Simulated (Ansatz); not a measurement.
Consider the formal exchange of groups at the Si–Si bond: `N[SiH2][SiH3]` + `CBNC` → `CNB(C)[SiH3]` + `N[SiH3]`.

Isolated molecules relaxed with PBE0-D4/def2-TZVP in Ansatz; ΔE leaves out vibrations. CBS: MP2 limit from def2 TZ/QZ plus the TZ coupled-cluster correction, frozen cores. This one scheme is used for every species. DFT in def2-TZVPP. One conformer a species, not always the lowest.

```
    level  ΔE (eV)
 BHLYP-D4     0.19
CAM-B3LYP     0.20
```

Task: What does CCSD(T)/CBS give? (Best estimate.)

Result: The calculation gave: +0.16 eV. The listed levels differ from it by 0.03, 0.04 eV.

Largest T1 diagnostic among the species: 0.013.

At CCSD(T), def2-SVP lies −0.06 eV from the extrapolated value and def2-TZVPP −0.01 eV. In def2-TZVPP, CCSD(T) changes the Hartree–Fock value by −0.08 eV (the triples alone add −0.02 eV) and MP2 by −0.10 eV. Leaving LDA and LC-ωPBE aside and taking each functional with its dispersion term where it has one, the values, not all of them listed here, spread over 0.04 eV, from ωB97M-V to HSE06-D4. LDA lies −0.04 eV from PBE without D4.
